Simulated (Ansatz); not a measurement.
Input file:

```yaml
crystal:
  periodic: [false, false, false]
  atoms:
    - { symbol: C, position_ang: [0.508653, 2.337745, -0.431385] }
    - { symbol: C, position_ang: [0.629133, 1.13398, -0.446368] }
    - { symbol: C, position_ang: [0.727223, -0.364308, -0.432232] }
    - { symbol: O, position_ang: [1.68893, -0.955265, -1.003805] }
    - { symbol: Si, position_ang: [-0.70334, -1.245618, 0.506339] }
    - { symbol: H, position_ang: [0.40615, 3.414371, -0.421274] }
    - { symbol: H, position_ang: [-0.494655, -2.673473, 0.460979] }
    - { symbol: H, position_ang: [-1.957203, -0.905778, -0.126103] }
    - { symbol: H, position_ang: [-0.716391, -0.787752, 1.876648] }
basis:
  gaussian: { orbitals: STO-3G }
hamiltonian:
  xc: b3lyp
neb:
  order_check: false
  images: 3
  f_tol: 0.05
  max_iterations: 60
  climbing: false
  final_atoms:
    - { symbol: C, position_ang: [1.46351841, 2.34020582, -0.77046359] }
    - { symbol: C, position_ang: [0.536102, 1.43775688, -0.43144027] }
    - { symbol: C, position_ang: [0.71553221, -0.1211203, -0.41982427] }
    - { symbol: O, position_ang: [1.69781229, -0.69064202, -0.95076579] }
    - { symbol: Si, position_ang: [-0.7075624, -1.04192852, 0.49338097] }
    - { symbol: H, position_ang: [-0.44845417, 1.79095019, -0.09094564] }
    - { symbol: H, position_ang: [-0.53009398, -2.46753879, 0.35014708] }
    - { symbol: H, position_ang: [-1.96395258, -0.62557853, -0.08636791] }
    - { symbol: H, position_ang: [-0.67440179, -0.66820273, 1.88907843] }
  initial_path:
    images:
      - { positions_ang: [[0.508653, 2.337745, -0.431385], [0.629133, 1.13398, -0.446368], [0.727223, -0.364308, -0.432232], [1.68893, -0.955265, -1.003805], [-0.70334, -1.245618, 0.506339], [0.40615, 3.414371, -0.421274], [-0.494655, -2.673473, 0.460979], [-1.957203, -0.905778, -0.126103], [-0.716391, -0.787752, 1.876648]] }
      - { positions_ang: [[0.72898503, 2.37656559, -0.42916417], [0.73265511, 1.19848754, -0.44131208], [0.73572014, -0.26670387, -0.44411419], [1.69482349, -0.9000195, -1.00881918], [-0.6723626, -1.12408371, 0.4644628], [0.03585781, 2.68643133, -0.35319141], [-0.53740867, -2.57907248, 0.41656255], [-1.9381365, -0.73239058, -0.12516964], [-0.69163382, -0.70531232, 1.90354431]] }
      - { positions_ang: [[0.94931706, 2.41538618, -0.42694333], [0.83617723, 1.26299507, -0.43625615], [0.74421728, -0.16909974, -0.45599637], [1.70071699, -0.844774, -1.01383335], [-0.64138519, -1.00254942, 0.4225866], [-0.33443437, 1.95849166, -0.28510882], [-0.58016234, -2.48467196, 0.3721461], [-1.91907001, -0.55900315, -0.12423628], [-0.66687664, -0.62287263, 1.93044062]] }
      - { positions_ang: [[1.20641774, 2.377796, -0.59870346], [0.68613961, 1.35037598, -0.43384821], [0.72987475, -0.14511002, -0.43791032], [1.69926464, -0.76770801, -0.98229957], [-0.67447379, -1.02223897, 0.45798378], [-0.39144427, 1.87472093, -0.18802723], [-0.55512816, -2.47610537, 0.36114659], [-1.9415113, -0.59229084, -0.1053021], [-0.67063922, -0.64553768, 1.90975952]] }
      - { positions_ang: [[1.46351841, 2.34020582, -0.77046359], [0.536102, 1.43775688, -0.43144027], [0.71553221, -0.1211203, -0.41982427], [1.69781229, -0.69064202, -0.95076579], [-0.7075624, -1.04192852, 0.49338097], [-0.44845417, 1.79095019, -0.09094564], [-0.53009398, -2.46753879, 0.35014708], [-1.96395258, -0.62557853, -0.08636791], [-0.67440179, -0.66820273, 1.88907843]] }
```

Run as:

```bash
$ ansatz run input.yaml --threads 1 --pin off --max-ram 2048MiB --backend cpu --events-out ev --progress --plain --runs-dir out
```

Hardware: 1 thread of Arm Neoverse V2, with other jobs on the host.

**Question.** Roughly how long does this run take, and how much memory?

**Answer.** 2.5 min, with a peak of 0.2 GiB, for 32 band iterations.
